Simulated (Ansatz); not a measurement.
C₂H₃Ga (`C#[C][GaH2]`). The species carries charge 0 and has multiplicity 1. Correlated methods include outer-core shells of Ga, which these sets cover unevenly. Scalar relativity is left out up to krypton.

```xyz
6

C    -1.092    1.111   -0.963
C    -0.371    0.378   -0.326
Ga    0.772   -0.785    0.680
H    -1.728    1.758   -1.524
H     1.618   -0.165    1.835
H     0.802   -2.297    0.297
```

**Question.** Give the diagnostics of a CCSD(T)/def2-TZVPP run (frozen core, the Gaussian-basis code of Ansatz). (Best estimate.)

**Answer.** Ansatz gave: T1 = 0.0138, largest single amplitude 0.017, largest double 0.061, (T) share of the correlation energy 4.6 %, 9 CCSD cycles. The RHF solution is stable towards an unrestricted one. T1 lies under the customary mark of 0.02 for closed shells.
